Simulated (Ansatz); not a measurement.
CrS2(OH)2 (CrS₂O₂H₂), 7 atoms. Hardware: 4 threads of AMD EPYC 9R45 on a shared host.

Correlated methods freeze 17 core orbitals; core or outer-core shells of Cr are correlated, in sets that lack core-valence functions.

Question: How many basis functions does each of these Ansatz runs have, and roughly what does it cost? PBE-D4/def2-TZVP, charge 0 singlet, energy and forces, from earlier orbitals; PBE0-D4/def2-SVP, charge 1 doublet at the geometry of the charge 0 singlet, energy with a search over starts; CAM-B3LYP-D4/def2-TZVP, charge 0 singlet, energy, from earlier orbitals; PBE-D4/def2-SVP, charge 0 singlet, relaxation, 26 steps; RPA@PBE/def2-TZVP, charge 0 singlet, energy, from earlier orbitals; r2SCAN-D4/def2-TZVP, charge 0 singlet, energy, from earlier orbitals; PBE0-D4/def2-TZVP, charge 1 doublet at the geometry of the charge 0 singlet, energy, from earlier orbitals; PBE0-D4/def2-TZVP, charge 0 triplet at the geometry of the charge 0 singlet, energy; revPBE-D4/def2-TZVP, charge 0 singlet, energy, from earlier orbitals; PBE-D4/def2-TZVP, charge 0 triplet at the geometry of the charge 0 singlet, energy, from earlier orbitals; B97M-V/def2-TZVP, charge 0 singlet, energy, from earlier orbitals; B3LYP-D4/def2-TZVP, charge 0 singlet, energy, from earlier orbitals.

Answer: Other jobs shared the machine, so times can vary by a factor of up to 3. A dash marks memory too small to be measured apart from the calling script's.

```json
{"run": "revPBE-D4/def2-TZVP, charge 0 singlet, energy, from earlier orbitals", "functions": "193", "fitting or Cholesky vectors": "1341", "wall time": "0.65 s", "peak host memory (GiB)": "–"}
{"run": "PBE-D4/def2-TZVP, charge 0 singlet, energy and forces, from earlier orbitals", "functions": "193", "fitting or Cholesky vectors": "1341", "wall time": "0.95 s", "peak host memory (GiB)": "–"}
{"run": "B3LYP-D4/def2-TZVP, charge 0 singlet, energy, from earlier orbitals", "functions": "193", "fitting or Cholesky vectors": "1418", "wall time": "1.1 s", "peak host memory (GiB)": "0.6"}
{"run": "CAM-B3LYP-D4/def2-TZVP, charge 0 singlet, energy, from earlier orbitals", "functions": "193", "fitting or Cholesky vectors": "1418", "wall time": "1.5 s", "peak host memory (GiB)": "0.66"}
{"run": "r2SCAN-D4/def2-TZVP, charge 0 singlet, energy, from earlier orbitals", "functions": "193", "fitting or Cholesky vectors": "1341", "wall time": "1.5 s", "peak host memory (GiB)": "–"}
{"run": "RPA@PBE/def2-TZVP, charge 0 singlet, energy, from earlier orbitals", "functions": "193", "fitting or Cholesky vectors": "1357", "wall time": "1.6 s", "peak host memory (GiB)": "–"}
{"run": "B97M-V/def2-TZVP, charge 0 singlet, energy, from earlier orbitals", "functions": "193", "fitting or Cholesky vectors": "1341", "wall time": "2.5 s", "peak host memory (GiB)": "–"}
{"run": "PBE-D4/def2-TZVP, charge 0 triplet at the geometry of the charge 0 singlet, energy, from earlier orbitals", "functions": "193", "fitting or Cholesky vectors": "1341", "wall time": "3.2 s", "peak host memory (GiB)": "0.58"}
{"run": "PBE0-D4/def2-TZVP, charge 1 doublet at the geometry of the charge 0 singlet, energy, from earlier orbitals", "functions": "193", "fitting or Cholesky vectors": "1421", "wall time": "3.4 s", "peak host memory (GiB)": "0.84"}
{"run": "PBE0-D4/def2-TZVP, charge 0 triplet at the geometry of the charge 0 singlet, energy", "functions": "193", "fitting or Cholesky vectors": "1421", "wall time": "6.5 s", "peak host memory (GiB)": "1.2"}
{"run": "PBE0-D4/def2-SVP, charge 1 doublet at the geometry of the charge 0 singlet, energy with a search over starts", "functions": "105", "fitting or Cholesky vectors": "1033", "wall time": "8 s", "peak host memory (GiB)": "–"}
{"run": "PBE-D4/def2-SVP, charge 0 singlet, relaxation, 26 steps", "functions": "105", "fitting or Cholesky vectors": "1209", "wall time": "14 s", "peak host memory (GiB)": "–"}
```
